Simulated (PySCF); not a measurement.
This PySCF input asks for the NMR shieldings of SMILES CSc1ccnn1C1CC1, C7H10N2S; the geometry comes from GFN2-xTB.

```python
import basis_set_exchange as bse
import numpy as np
from pyscf import gto, dft
from pyscf.prop import nmr

atoms = """
C     3.376496   -0.733546   -0.531975
S     1.643797   -1.260773   -0.622424
C     0.852501    0.180068   -0.018232
C     1.350013    1.405437    0.387595
C     0.213340    2.126859    0.764892
N    -0.883585    1.412987    0.603666
N    -0.490841    0.232283    0.128737
C    -1.426518   -0.793172   -0.170799
C    -2.763917   -0.403193   -0.726810
C    -2.656940   -0.911323    0.677974
H     3.615719   -0.449910    0.488339
H     3.970386   -1.591866   -0.829681
H     3.541736    0.092668   -1.217140
H     2.367641    1.734250    0.407810
H     0.158246    3.128266    1.142875
H    -0.936344   -1.688356   -0.531542
H    -2.942814    0.652330   -0.856049
H    -3.206151   -1.033644   -1.482096
H    -2.763785   -0.189923    1.472371
H    -3.024128   -1.898762    0.909451
"""
names = dict.fromkeys(["C", "S", "N", "H"], "pcSseg-1")
basis = {el: gto.basis.parse(bse.get_basis(n, elements=[el], fmt="nwchem")) for el, n in names.items()}
mol = gto.M(atom=atoms, basis=basis, charge=0, verbose=0)
mf = dft.RKS(mol, xc="PBE0")
mf.grids.level = 2
mf.grids.alignment = dft.numint.BLKSIZE   # the property module wants whole blocks of grid points
mf.conv_tol = 1e-9
mf.kernel()

calc = nmr.RKS(mf)   # GIAO
C = mf.mo_coeff
Co = C[:, mf.mo_occ > 0]
resp = mf.gen_response(singlet=True, hermi=2)
def vind(x):   # induced exchange potential for any number of trial vectors
    d = np.einsum("pi,xij,qj->xpq", C, 2 * x.reshape(-1, C.shape[1], Co.shape[1]), Co, optimize=True)
    return np.einsum("xpq,pi,qj->xij", resp(d - d.transpose(0, 2, 1)), C, Co, optimize=True).ravel()
mo1, _ = nmr.rhf.solve_mo1(calc, with_cphf=vind)
sigma = calc.kernel(mo1)
for i, s in enumerate(sigma):   # ppm
    print("%2d %-2s %9.2f" % (i, mol.atom_pure_symbol(i), np.trace(s) / 3))
```

Problem. What are the results?

Solution. 
```
 0 C     167.36
 1 S     527.18
 2 C      43.72
 3 C      82.36
 4 C      45.03
 5 N     -59.41
 6 N      37.16
 7 C     155.01
 8 C     177.11
 9 C     177.39
10 H      29.15
11 H      29.33
12 H      29.04
13 H      25.95
14 H      24.29
15 H      28.42
16 H      30.30
17 H      30.87
18 H      30.22
19 H      30.87
```

These numbers come from an equivalent density-fitted implementation of the same equations, which agrees with the script to about 0.01 ppm for H and up to a few tenths of a ppm for heavy atoms, so last digits may differ.

Problem. Turn these shieldings into chemical shifts. Chemical shifts δ = σref − σ; TMS for ¹³C (186.93 ppm) and ¹H (31.72 ppm); CS2 for ³³S (503.73 ppm); NH3 for ¹⁵N (267.73 ppm), all at this level.

Solution. Averaging equivalent atoms: C 2: 143.2; C 4: 141.9; C 3: 104.6; C 7: 31.9; C 0: 19.6; C 8/9: 9.7; S 1: -23; N 5: 327.1; N 6: 230.6; H 14: 7.43; H 13: 5.76; H 15: 3.30; H 10/11/12: 2.55; H 16/18: 1.46; H 17/19: 0.84 ppm. Experimental scales use liquid or dissolved standards, which lie at an offset from isolated NH3 (liquid NH3: subtract about 20 ppm). Unscaled 15N shifts of sp2 nitrogen come out 20 to 40 ppm too high even then.

Size and cost of the density-fitted run: 227 basis functions, 45 s wall time on 1 thread of an Intel Xeon Platinum 8488C, shared host; peak memory 1.1 GiB.
